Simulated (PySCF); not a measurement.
**Atomic charges by several schemes**

[CuF2]- (charge -1 and singlet state).
Geometry (PBE0-D3(BJ)/def2-SVP, Å), atoms numbered from 1 in this order:
```xyz
3
CuF2 angstrom
Cu     0.0000    0.0000    0.0000
F     -0.0057   -0.0071    1.7885
F      0.0058    0.0072   -1.7885
```

Density: PBE0/pcSseg-1 (pcSseg-2 on Cu) (PySCF); schemes: Mulliken, IAO, Hirshfeld and ESP-fitted. Isolated species at its PBE0-D3(BJ)/def2-SVP geometry, gas phase. The pcSseg-1 basis has no diffuse functions, a weakness for an anion.

Q: Atoms with like bonding are taken together and averaged. At which atom do the 4 schemes differ most?

A: At Cu1: from +0.051 (Hirshfeld) to +0.598 e (IAO), 0.547 e apart.

Q: For which atoms does the sign change between the 4 schemes (beyond +0.03 e in one, beyond −0.03 e in another)?

A: For none.

Q: Tabulate the Mulliken, IAO, Hirshfeld and ESP-fitted charges.

A: In e; atoms taken as equivalent share a row and are averaged (×n: the atom named and its like, n in all):

```tsv
atom	environment	Mulliken	IAO	Hirshfeld	ESP-fitted
Cu1	copper bonded to 2 F	+0.304	+0.598	+0.051	+0.229
F2/F3	fluorine bonded to Cu	-0.652	-0.799	-0.525	-0.615
```

Mean size of the charges over all atoms: IAO 0.732 e, Mulliken 0.536 e, ESP-fitted 0.486 e, Hirshfeld 0.367 e. Each set sums to the total charge, -1, to within 0.001 e. The ESP scheme fits charges at the nuclei, held to the total charge, to the electrostatic potential on points at 1.4 to 2.0 times the van der Waals radii.

Q: Sum the charges by element, for elements with more than one atom.

A: 
```csv
element,atoms,Mulliken,IAO,Hirshfeld,ESP-fitted
F,2,-1.304,-1.598,-1.051,-1.229
```

Q: How many electrons does the IAO scheme count on Cu1?

A: Z − q = 29 − (+0.598) = 28.402.
